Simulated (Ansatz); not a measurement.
Born–Oppenheimer molecular dynamics of AlBrH₅N (8 atoms, charge 0, multiplicity 1). It starts at the highest image of a converged band, a first-order saddle point between two minima.

All numbers below come from RHF/def2-SVP in Ansatz 0.2.0.

- ensemble: NVE (velocity Verlet)
- time step: 0.5 fs
- steps asked: 200
- starting velocities drawn for: 100 K
- seed: 6844

Frames 5 fs apart, positions in Å, forces in eV/Å.

Velocities at 25 fs (Å/ps):

```
Al -0.59 1.70 0.62
N -0.30 -1.41 0.17
H -1.93 -3.27 1.31
H 3.91 1.28 1.44
H -0.02 -7.84 -8.39
H 16.19 1.10 3.99
Br 0.03 -0.35 -0.09
H -0.34 10.54 -9.99
```

```xyz
8
Properties=species:S:1:pos:R:3:forces:R:3 time_fs=25 energy_less_start_eV=0.036 T=54
Al -0.008 -0.026 0.217 0.19 -0.18 -0.08
N -0.015 0.071 2.053 0.07 -0.05 -0.47
H -0.802 -0.206 2.597 -0.57 -0.05 0.15
H 0.791 -0.158 2.587 0.68 -0.13 0.22
H 1.404 -0.059 -0.491 -0.06 0.05 0.12
H -1.335 -0.359 -0.540 -0.16 0.02 0.03
Br -0.344 2.921 0.966 0.05 0.42 -0.24
H -0.054 1.734 1.802 -0.21 -0.07 0.26
8
Properties=species:S:1:pos:R:3:forces:R:3 time_fs=30 energy_less_start_eV=0.047 T=40
Al -0.009 -0.018 0.220 0.56 -0.26 0.06
N -0.015 0.061 2.054 0.25 -0.44 0.34
H -0.828 -0.215 2.595 0.37 0.12 -0.21
H 0.825 -0.152 2.586 -0.44 0.05 -0.23
H 1.393 -0.089 -0.513 -0.05 0.11 0.18
H -1.307 -0.357 -0.533 -0.54 -0.03 -0.15
Br -0.344 2.920 0.965 -0.03 0.72 -0.43
H -0.073 1.761 1.802 -0.11 -0.27 0.44
8
Properties=species:S:1:pos:R:3:forces:R:3 time_fs=35 energy_less_start_eV=0.031 T=60
Al -0.006 -0.013 0.224 -0.60 -0.33 -0.35
N -0.011 0.046 2.056 0.06 0.24 -0.39
H -0.824 -0.213 2.578 -0.08 -0.16 0.24
H 0.824 -0.151 2.570 0.10 -0.16 0.26
H 1.376 -0.094 -0.497 0.21 0.08 0.01
H -1.378 -0.356 -0.544 0.36 0.17 0.33
Br -0.344 2.921 0.963 0.10 -0.09 0.20
H -0.122 1.742 1.884 -0.15 0.24 -0.31
8
Properties=species:S:1:pos:R:3:forces:R:3 time_fs=40 energy_less_start_eV=0.005 T=94
Al -0.007 -0.011 0.224 -0.16 -0.24 -0.07
N -0.007 0.034 2.055 -0.09 -0.06 0.21
H -0.813 -0.238 2.592 0.04 -0.08 -0.06
H 0.819 -0.176 2.589 0.01 0.01 -0.03
H 1.399 -0.078 -0.475 0.01 0.06 0.00
H -1.387 -0.319 -0.493 0.15 0.09 0.09
Br -0.344 2.922 0.962 0.00 -0.04 0.23
H -0.202 1.769 1.908 0.03 0.27 -0.36
8
Properties=species:S:1:pos:R:3:forces:R:3 time_fs=45 energy_less_start_eV=0.032 T=60
Al -0.009 -0.011 0.225 0.77 -0.14 0.56
N -0.003 0.020 2.056 0.01 -0.56 0.44
H -0.799 -0.283 2.599 0.06 0.04 -0.24
H 0.817 -0.200 2.605 -0.13 0.18 -0.30
H 1.424 -0.047 -0.455 -0.21 0.04 -0.02
H -1.373 -0.264 -0.427 -0.52 -0.08 -0.39
Br -0.343 2.923 0.960 -0.13 1.04 -0.63
H -0.276 1.838 1.871 0.15 -0.52 0.56
8
Properties=species:S:1:pos:R:3:forces:R:3 time_fs=50 energy_less_start_eV=0.008 T=90
Al -0.006 -0.011 0.229 -0.34 -0.05 0.30
N -0.001 -0.001 2.061 -0.27 -0.07 -0.54
H -0.793 -0.329 2.571 -0.27 -0.18 0.21
H 0.823 -0.197 2.584 0.43 -0.05 0.28
H 1.408 -0.009 -0.444 0.02 -0.03 -0.18
H -1.443 -0.220 -0.431 0.36 -0.01 0.01
Br -0.343 2.927 0.958 -0.09 0.20 0.12
H -0.316 1.828 1.923 0.16 0.20 -0.21
8
Properties=species:S:1:pos:R:3:forces:R:3 time_fs=55 energy_less_start_eV=0.007 T=92
Al -0.005 -0.013 0.237 -0.45 0.03 0.09
N -0.001 -0.026 2.062 0.05 -0.46 0.28
H -0.803 -0.398 2.563 0.54 0.13 -0.09
H 0.859 -0.189 2.583 -0.66 0.05 -0.19
H 1.392 0.022 -0.469 0.05 -0.06 -0.13
H -1.447 -0.184 -0.443 0.43 -0.06 0.09
Br -0.344 2.931 0.955 -0.07 0.03 0.31
H -0.319 1.846 1.944 0.11 0.35 -0.37
8
Properties=species:S:1:pos:R:3:forces:R:3 time_fs=60 energy_less_start_eV=0.003 T=97
Al -0.007 -0.014 0.245 0.65 0.04 0.22
N -0.002 -0.056 2.063 -0.07 -0.08 -0.72
H -0.754 -0.464 2.567 -0.48 -0.18 0.30
H 0.831 -0.182 2.585 0.60 -0.07 0.35
H 1.383 0.041 -0.521 -0.15 -0.05 0.12
H -1.372 -0.163 -0.444 -0.52 -0.17 -0.29
Br -0.344 2.936 0.953 -0.08 1.09 -0.69
H -0.296 1.917 1.909 0.04 -0.60 0.70
8
Properties=species:S:1:pos:R:3:forces:R:3 time_fs=65 energy_less_start_eV=-0.018 T=123
Al -0.005 -0.015 0.255 -0.11 -0.04 -0.38
N -0.003 -0.090 2.059 0.22 -0.56 0.97
H -0.743 -0.534 2.596 0.25 0.31 -0.39
H 0.847 -0.178 2.611 -0.38 0.06 -0.43
H 1.348 0.048 -0.550 0.07 -0.02 0.13
H -1.384 -0.178 -0.494 -0.01 -0.10 0.10
Br -0.345 2.944 0.950 0.02 -0.12 0.47
H -0.266 1.905 1.976 -0.07 0.46 -0.47
8
Properties=species:S:1:pos:R:3:forces:R:3 time_fs=70 energy_less_start_eV=-0.029 T=137
Al -0.004 -0.017 0.262 -0.72 -0.26 -0.45
N -0.001 -0.132 2.063 0.16 0.07 -0.45
H -0.731 -0.568 2.581 -0.32 -0.12 0.23
H 0.846 -0.168 2.590 0.29 -0.10 0.21
H 1.330 0.052 -0.550 0.25 0.04 0.05
H -1.403 -0.216 -0.524 0.41 0.01 0.38
Br -0.345 2.951 0.948 0.00 0.34 -0.04
H -0.249 1.967 1.972 -0.06 0.02 0.07
8
Properties=species:S:1:pos:R:3:forces:R:3 time_fs=75 energy_less_start_eV=-0.047 T=161
Al -0.007 -0.020 0.266 0.36 -0.27 0.02
N 0.004 -0.174 2.065 0.07 -0.02 -0.21
H -0.746 -0.601 2.584 0.25 0.13 0.01
H 0.863 -0.181 2.589 -0.20 -0.16 0.09
H 1.361 0.066 -0.532 -0.05 0.06 0.17
H -1.349 -0.254 -0.480 -0.36 -0.04 -0.11
Br -0.346 2.960 0.945 -0.04 0.58 -0.36
H -0.245 2.027 1.989 -0.02 -0.27 0.40
8
Properties=species:S:1:pos:R:3:forces:R:3 time_fs=80 energy_less_start_eV=-0.055 T=171
Al -0.009 -0.026 0.269 0.37 -0.32 0.17
N 0.011 -0.216 2.062 0.20 0.02 0.15
H -0.735 -0.618 2.603 0.01 0.06 -0.09
H 0.855 -0.228 2.614 -0.15 -0.07 -0.15
H 1.385 0.094 -0.478 -0.13 0.06 0.07
H -1.362 -0.301 -0.452 -0.25 0.01 -0.15
Br -0.347 2.970 0.942 0.03 -0.32 0.70
H -0.249 2.050 2.065 -0.10 0.56 -0.69
```

Of the whole run (100 fs, mean temperature of the second half 147 K): The conserved energy stayed within 0.066 meV per atom of its start (net change 0.016 meV per atom), so the integration is sound. The kinetic energy rose, since the run started high on the potential surface and went downhill. It ends in pieces (AlH4N + BrH), so much of that is their flight and rotation, not heat. A run of 0.1 ps of so small a system gives no equilibrium averages. The orbitals stay closed-shell, which can raise the energy where a bond breaks towards radicals; this wasn't checked here.

Run time: 5.1 min on 1 thread of Arm Neoverse V1, on a shared host, peak memory 0.17 GiB.
